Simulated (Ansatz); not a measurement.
Steps of a relaxation of CH$_{5}$BSeSi, SMILES `[SeH][SiH]1BC1` with RKS PBE-D4/def2-SVP.

```sh
$ ansatz run in.yaml --threads 4 --pin off --events-out ev --progress --plain --max-ram 10444MiB
```

```yaml
crystal:
  periodic: [false, false, false]
  atoms:
    - {symbol: Se, position_ang: [-1.732100, -0.025800, 1.802600]}
    - {symbol: Si, position_ang: [-0.961400, 0.117100, -0.335400]}
    - {symbol: B, position_ang: [0.888400, 0.916000, -0.231700]}
    - {symbol: C, position_ang: [0.726800, -0.581600, -0.596600]}
    - {symbol: H, position_ang: [-0.783200, -1.101300, 2.133600]}
    - {symbol: H, position_ang: [-1.656600, 0.915100, -1.368400]}
    - {symbol: H, position_ang: [1.683800, 1.814600, 0.001700]}
    - {symbol: H, position_ang: [0.935100, -0.812700, -1.655400]}
    - {symbol: H, position_ang: [0.987700, -1.287600, 0.232400]}
basis:
  gaussian: {orbitals: def2-SVP}
hamiltonian: {xc: pbe, dispersion: d4}
relax: {f_tol: 0.03, max_steps: 200}
```

Positions (Å) and forces (eV/Å) along the path, 16 of 25 steps:

```xyz
9
step=1 energy=-74991.7270 eV
Se   -1.732   -0.026    1.803   -0.540    0.226    0.415
Si   -0.961    0.117   -0.335   -0.110    1.376    0.086
B     0.888    0.916   -0.232   -0.447    0.366    0.202
C     0.727   -0.582   -0.597    0.871   -0.196    0.357
H    -0.783   -1.101    2.134    0.123   -0.289   -0.026
H    -1.657    0.915   -1.368   -0.528   -0.289   -0.210
H     1.684    1.815    0.002   -0.029   -0.426   -0.080
H     0.935   -0.813   -1.655    0.345   -0.570    0.051
H     0.988   -1.288    0.232    0.315   -0.199   -0.796
9
step=2 energy=-74992.0890 eV
Se   -1.809    0.019    1.854    0.014   -0.175   -0.110
Si   -0.932    0.211   -0.277    0.054    1.368   -0.104
B     0.927    0.938   -0.213   -0.539    0.338   -0.013
C     0.757   -0.556   -0.611    0.209   -0.404    0.417
H    -0.877   -1.108    2.119   -0.103   -0.061    0.050
H    -1.801    0.790   -1.375   -0.040   -0.508    0.220
H     1.772    1.780    0.009    0.094   -0.219    0.002
H     0.966   -0.811   -1.667    0.120   -0.263    0.014
H     1.086   -1.310    0.144    0.190   -0.076   -0.475
9
step=3 energy=-74992.2899 eV
Se   -1.837   -0.001    1.857    0.130   -0.050   -0.170
Si   -0.897    0.399   -0.238   -0.614    0.114   -0.647
B     0.959    0.988   -0.225    0.228    0.053   -0.131
C     0.753   -0.525   -0.597   -0.191   -0.047    0.412
H    -0.936   -1.159    2.129   -0.104    0.072   -0.107
H    -1.910    0.650   -1.407    0.560   -0.302    0.760
H     1.870    1.748    0.012    0.043   -0.042    0.064
H     0.955   -0.833   -1.647   -0.117    0.074    0.003
H     1.131   -1.312    0.099    0.065    0.127   -0.185
9
step=6 energy=-74992.4825 eV
Se   -1.839    0.130    1.857   -0.006   -0.015    0.057
Si   -0.862    0.462   -0.203   -0.193    0.231   -0.036
B     1.010    1.032   -0.261   -0.122   -0.483   -0.265
C     0.776   -0.474   -0.587    0.793   -0.089   -0.189
H    -1.081   -1.138    2.034   -0.051    0.038   -0.003
H    -1.798    0.304   -1.373    0.042    0.012    0.084
H     1.924    1.684    0.213   -0.235   -0.106    0.020
H     0.571   -0.803   -1.650    0.027    0.243    0.624
H     1.388   -1.242   -0.046   -0.256    0.169   -0.293
9
step=7 energy=-74992.5372 eV
Se   -1.831    0.200    1.868    0.025   -0.060   -0.021
Si   -0.836    0.470   -0.201   -0.385    0.141   -0.084
B     1.023    1.013   -0.275   -0.042   -0.180   -0.032
C     0.842   -0.465   -0.595    0.425   -0.529   -0.928
H    -1.142   -1.109    2.056   -0.058    0.090   -0.015
H    -1.752    0.211   -1.379    0.080    0.008    0.213
H     1.854    1.673    0.307   -0.064   -0.039    0.002
H     0.441   -0.766   -1.636    0.391    0.275    1.122
H     1.490   -1.274   -0.162   -0.372    0.294   -0.257
9
step=10 energy=-74992.6124 eV
Se   -1.864    0.262    1.868   -0.015    0.015    0.013
Si   -0.833    0.499   -0.185    0.087    0.029   -0.030
B     1.034    0.989   -0.271   -0.049    0.016    0.005
C     0.935   -0.449   -0.672   -0.083   -0.003   -0.081
H    -1.220   -1.059    2.080   -0.003   -0.026    0.002
H    -1.731    0.107   -1.328    0.034   -0.001    0.034
H     1.811    1.635    0.386    0.012    0.011    0.040
H     0.382   -0.755   -1.586    0.001   -0.070   -0.003
H     1.575   -1.276   -0.309    0.017    0.029    0.020
9
step=11 energy=-74992.6150 eV
Se   -1.849    0.283    1.892   -0.005    0.136   -0.063
Si   -0.825    0.504   -0.175   -0.067   -0.031    0.110
B     1.026    1.000   -0.282    0.105   -0.107   -0.039
C     0.945   -0.440   -0.685   -0.090    0.068   -0.093
H    -1.291   -1.077    2.060    0.026   -0.134    0.011
H    -1.728    0.083   -1.297    0.008   -0.001   -0.027
H     1.820    1.618    0.378    0.025    0.100    0.072
H     0.384   -0.769   -1.585   -0.017   -0.068   -0.002
H     1.607   -1.249   -0.322    0.013    0.037    0.031
9
step=13 energy=-74992.6310 eV
Se   -1.777    0.338    1.969    0.207   -0.481   -0.125
Si   -0.794    0.512   -0.126   -0.246   -0.049    0.190
B     1.033    1.024   -0.322    0.200   -0.163   -0.042
C     0.977   -0.418   -0.722   -0.054    0.054   -0.081
H    -1.553   -1.159    1.985   -0.149    0.486   -0.016
H    -1.706    0.027   -1.213   -0.007   -0.014   -0.010
H     1.846    1.632    0.326    0.012    0.108    0.023
H     0.364   -0.824   -1.556    0.056    0.011    0.067
H     1.698   -1.178   -0.359   -0.018    0.049   -0.006
9
step=14 energy=-74992.6446 eV
Se   -1.725    0.339    2.000    0.080   -0.725    0.007
Si   -0.774    0.508   -0.097   -0.150   -0.114    0.040
B     1.056    1.028   -0.340    0.069   -0.021    0.040
C     1.001   -0.409   -0.741   -0.007    0.001   -0.078
H    -1.746   -1.193    1.991   -0.048    0.795   -0.085
H    -1.693   -0.007   -1.171    0.032    0.007    0.055
H     1.864    1.672    0.286   -0.028    0.006   -0.031
H     0.363   -0.828   -1.548    0.066    0.018    0.069
H     1.744   -1.156   -0.397   -0.014    0.035   -0.015
9
step=15 energy=-74992.6804 eV
Se   -1.650    0.363    2.041   -0.066   -0.491    0.022
Si   -0.770    0.470   -0.073    0.327    0.243    0.398
B     1.046    1.020   -0.320   -0.027   -0.071   -0.158
C     1.034   -0.400   -0.775    0.079    0.011   -0.030
H    -1.918   -1.119    1.921   -0.035    0.436    0.037
H    -1.684   -0.100   -1.079   -0.297   -0.198   -0.313
H     1.841    1.675    0.309    0.004    0.011   -0.001
H     0.363   -0.830   -1.549    0.093    0.022    0.044
H     1.826   -1.126   -0.492   -0.077    0.038    0.002
9
step=16 energy=-74992.7173 eV
Se   -1.582    0.322    2.100   -0.082   -0.285   -0.020
Si   -0.756    0.459   -0.031    0.207    0.113    0.088
B     1.046    1.025   -0.340    0.084    0.021   -0.088
C     1.080   -0.383   -0.817   -0.128   -0.126    0.117
H    -2.109   -1.067    1.892    0.004    0.253    0.031
H    -1.683   -0.156   -1.020   -0.140   -0.109   -0.100
H     1.838    1.695    0.279    0.001    0.003    0.039
H     0.398   -0.824   -1.571    0.022   -0.014    0.038
H     1.857   -1.116   -0.511    0.033    0.143   -0.104
9
step=17 energy=-74992.7316 eV
Se   -1.566    0.264    2.112   -0.069   -0.167    0.088
Si   -0.706    0.455    0.000   -0.065    0.053    0.157
B     1.080    1.048   -0.365   -0.211   -0.186    0.020
C     1.083   -0.368   -0.819    0.122    0.051   -0.042
H    -2.283   -1.014    1.809    0.045    0.209    0.001
H    -1.651   -0.239   -0.931   -0.048    0.053   -0.073
H     1.883    1.704    0.253    0.015    0.042   -0.089
H     0.314   -0.847   -1.466    0.291   -0.016   -0.018
H     1.934   -1.048   -0.610   -0.081   -0.038   -0.045
9
step=19 energy=-74992.7621 eV
Se   -1.573    0.178    2.218    0.031    0.047   -0.025
Si   -0.717    0.422    0.106   -0.063   -0.148    0.062
B     1.050    1.007   -0.306    0.218   -0.473   -0.365
C     1.180   -0.356   -0.908   -0.248    0.503    0.319
H    -2.589   -0.810    1.778   -0.039   -0.012   -0.014
H    -1.627   -0.330   -0.834    0.054    0.082    0.086
H     1.874    1.723    0.212   -0.071    0.004    0.048
H     0.393   -0.912   -1.447   -0.032   -0.020   -0.161
H     2.097   -0.968   -0.837    0.150    0.016    0.049
9
step=23 energy=-74992.7788 eV
Se   -1.527    0.171    2.220    0.007   -0.001   -0.022
Si   -0.707    0.385    0.092   -0.027    0.021    0.028
B     1.046    1.006   -0.335    0.012    0.002   -0.016
C     1.169   -0.359   -0.896   -0.021   -0.002    0.008
H    -2.595   -0.772    1.799   -0.004   -0.006    0.000
H    -1.643   -0.339   -0.832    0.006   -0.002    0.005
H     1.836    1.714    0.243    0.013    0.000    0.012
H     0.425   -0.882   -1.527   -0.017   -0.025   -0.018
H     2.085   -0.971   -0.782    0.031    0.012    0.003
9
step=24 energy=-74992.7792 eV
Se   -1.534    0.172    2.218    0.000    0.005    0.006
Si   -0.711    0.396    0.094   -0.003    0.003    0.029
B     1.046    1.005   -0.336    0.017   -0.029   -0.010
C     1.167   -0.361   -0.897   -0.007    0.050    0.003
H    -2.593   -0.780    1.794   -0.003    0.000   -0.002
H    -1.645   -0.333   -0.826    0.002   -0.005   -0.013
H     1.844    1.707    0.239   -0.007    0.004   -0.001
H     0.421   -0.893   -1.518    0.006   -0.018   -0.014
H     2.094   -0.959   -0.786   -0.005   -0.010    0.002
9
step=25 energy=-74992.7794 eV
Se   -1.540    0.174    2.224   -0.009   -0.005    0.004
Si   -0.713    0.394    0.103    0.012    0.012   -0.020
B     1.044    1.000   -0.333    0.015    0.007    0.000
C     1.171   -0.360   -0.904    0.000   -0.002    0.006
H    -2.602   -0.774    1.798    0.002    0.002    0.002
H    -1.638   -0.335   -0.827   -0.012   -0.013    0.009
H     1.841    1.706    0.239   -0.001   -0.003    0.008
H     0.427   -0.896   -1.524   -0.007   -0.006   -0.005
H     2.099   -0.956   -0.794    0.001    0.007   -0.004
```

Hardware: 4 threads of a server CPU on a shared host. Wall time 16 s, peak host memory 0.17 GiB.
